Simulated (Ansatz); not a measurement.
Gas-phase electronic energies from Ansatz, PBE0-D4/def2-TZVP geometries. CBS: MP2 limit from def2 TZ/QZ plus the TZ coupled-cluster correction, frozen cores. This one scheme is used for every species. Functionals use def2-TZVPP. For Ge outer-core shells are correlated without core-valence functions, which leaves a few kJ/mol of doubt a bond. Scalar relativity is left out up to krypton. One conformer a species, not always the lowest.

Reaction (substitution at a C–C bond): `C[CH2][GeH2][NH2]` + H–F → `[NH2][GeH2][CH2]F` + CH₄

Problem. Is it downhill or uphill in electronic energy at CCSD(T)/CBS, and by how much? (An estimate is asked.)

Solution. The calculation gave: Uphill: ΔE = +60.3 kJ/mol.

Problem. What do these levels give: B97M-V, ωB97M-V, PBE0, r2SCAN0, BHLYP, HF/def2-QZVPP? (Best estimate.)

Solution. Ansatz gave: B97M-V 39.8, ωB97M-V 46.5, PBE0 47.1, r2SCAN0 47.9, BHLYP 37.9, HF/def2-QZVPP 34.2 kJ/mol.

Largest T1 diagnostic among the species: 0.011.

From BLYP to BHLYP (50 % exact exchange), in def2-TZVPP and without D4, ΔE moves by +12.4 kJ/mol. In def2-TZVPP, CCSD(T) changes the Hartree–Fock value by +22.2 kJ/mol (the triples alone add +1.6 kJ/mol) and MP2 by +33.0 kJ/mol. At CCSD(T), def2-SVP lies −14.3 kJ/mol from the extrapolated value and def2-TZVPP −3.8 kJ/mol.
